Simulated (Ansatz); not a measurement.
Mulliken charges of C₃H₄O₂Si, SMILES `C#C[SiH2]C(=O)O` from r2SCAN/def2-TZVPP in Ansatz (PBE0-D4/def2-TZVP geometry).

```tsv
atom	x (Å)	y (Å)	z (Å)	charge (e)
C1	0.655	-2.470	-0.795	-0.086
C2	0.215	-1.570	-0.125	-0.317
Si3	-0.447	-0.210	0.880	0.405
C4	-0.165	1.510	0.072	0.252
O5	-0.547	2.513	0.615	-0.326
O6	0.471	1.515	-1.107	-0.262
H7	1.046	-3.265	-1.389	0.221
H8	-1.911	-0.353	1.044	-0.049
H9	0.227	-0.163	2.196	-0.049
H10	0.540	2.442	-1.389	0.211
```

Question: By hand: the dipole of these point charges (1 e Å = 4.8032 D).

Answer: Σ q r = (0.135, -0.392, -0.187) e Å, of length 0.455 e Å = 2.19 D.

Question: How does the dipole of the full density compare? (Estimate.)

Answer: Computed: (0.181, -0.260, -0.292) e Å, 2.07 D; the point charges give 1.06 times that, at 23° from its direction.

Point charges leave out the atoms' own dipoles, such as those of lone pairs, and Mulliken's split depends on the basis, so the two needn't agree.
